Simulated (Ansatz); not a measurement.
`CC[C@@]12[C@H]3[C@H]4[C@H]5[C@@H]1[Hf]4532([Cl])([Cl])[N](C)C`. Total charge 0; spin multiplicity 1. Hf: def2 effective core potential. The structure was optimised at the PBE0-D4/def2-TZVP level. It is one conformer, not always the lowest.

```xyz
28

C     2.026   -0.486   -2.303
C     2.572    0.307   -1.129
C     1.824    0.114    0.153
C     0.971   -0.960    0.490
C     0.552   -0.805    1.835
C     1.137    0.375    2.335
C     1.900    0.951    1.294
Hf   -0.483    1.078    0.597
Cl   -0.140    2.401   -1.365
Cl   -1.383    2.562    2.235
N    -1.988   -0.177    0.146
C    -2.321   -1.573    0.129
C    -3.099    0.649   -0.288
H     2.063   -1.562   -2.113
H     2.615   -0.292   -3.201
H     0.992   -0.209   -2.516
H     3.615    0.022   -0.949
H     2.585    1.372   -1.376
H     0.690   -1.766   -0.170
H    -0.110   -1.464    2.376
H     0.991    0.791    3.320
H     2.454    1.878    1.354
H    -2.584   -1.909   -0.884
H    -3.186   -1.784    0.774
H    -1.487   -2.180    0.479
H    -3.393    0.420   -1.321
H    -3.972    0.528    0.366
H    -2.842    1.719   -0.269
```

Task: What is the dipole moment at B3LYP/def2-TZVPP? (Estimate.)

Result: Computed: 3.70 D, with components (0.81, -3.61, -0.14) D in this frame, pointing from negative to positive charge.

Task: And with PBE, r2SCAN, ωB97M-V? (Best estimate.)

Result: The calculation gave: PBE 3.58 D, r2SCAN 3.73 D, ωB97M-V 3.73 D.

Task: Give the Mulliken charges with B3LYP, PBE, r2SCAN in def2-TZVPP. (Estimate.)

Result: The calculation gave: 
```
atom  B3LYP    PBE  r2SCAN
  C1  -0.26  -0.26   -0.16
  C2  -0.09  -0.09   -0.03
  C3  -0.02  -0.03    0.04
  C4  -0.13  -0.10   -0.12
  C5  -0.15  -0.13   -0.13
  C6  -0.15  -0.14   -0.12
  C7  -0.20  -0.15   -0.19
 Hf8   0.73   0.55    0.72
 Cl9  -0.34  -0.31   -0.35
Cl10  -0.34  -0.31   -0.34
 N11  -0.26  -0.18   -0.27
 C12  -0.17  -0.16   -0.05
 C13  -0.15  -0.14   -0.03
 H14   0.07   0.07    0.04
 H15   0.09   0.08    0.05
 H16   0.09   0.09    0.07
 H17   0.08   0.08    0.04
 H18   0.07   0.07    0.05
 H19   0.13   0.11    0.10
 H20   0.14   0.13    0.12
 H21   0.16   0.14    0.13
 H22   0.15   0.14    0.13
 H23   0.09   0.09    0.05
 H24   0.09   0.09    0.05
 H25   0.07   0.07    0.04
 H26   0.09   0.09    0.06
 H27   0.10   0.09    0.06
 H28   0.08   0.09    0.06
```

B3LYP here is the variant with VWN-RPA as its local correlation; programs differ in this.
